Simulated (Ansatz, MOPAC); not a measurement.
Species: H2BO, net charge 1, singlet state. SMILES: B=[OH+]

Atoms: H1, B2, O3, H4. Bonds: H1-B2, B2-O3, O3-H4.

Bond lengths (Å) and angles (degrees) optimised at PM6 with MOPAC; PM7 with MOPAC; MNDO with MOPAC; HF/STO-3G with Ansatz (a program for electronic structure); B3LYP/LANL2DZ with Ansatz; B3LYP/6-31G* with Ansatz, each started from the B3LYP-D3(BJ)/def2-TZVP structure (Ansatz) of the last column. A row stands for all coordinates that are equal there. 6-31G* holds six Cartesian d functions. No wavenumbers were computed at MNDO, HF/STO-3G, B3LYP/LANL2DZ, so these may be saddle points.

```tsv
coordinate	PM6	PM7	MNDO	HF/STO-3G	B3LYP/LANL2DZ	B3LYP/6-31G*	B3LYP-D3(BJ)/def2-TZVP
H1-B2	1.161	1.151	1.162	1.168	1.163	1.174	1.170
B2-O3	1.224	1.240	1.206	1.197	1.240	1.221	1.214
O3-H4	0.920	0.947	0.947	0.979	0.973	0.973	0.969
H1-B2-O3	180.0	180.0	180.0	180.0	180.0	180.0	180.0
B2-O3-H4	180.0	180.0	180.0	180.0	180.0	180.0	180.0
```

Mean signed difference of all 3 bond lengths from B3LYP-D3(BJ)/def2-TZVP: PM6 -0.016 Å, PM7 -0.006 Å, MNDO -0.013 Å, HF/STO-3G -0.003 Å, B3LYP/LANL2DZ 0.007 Å, B3LYP/6-31G* 0.005 Å.
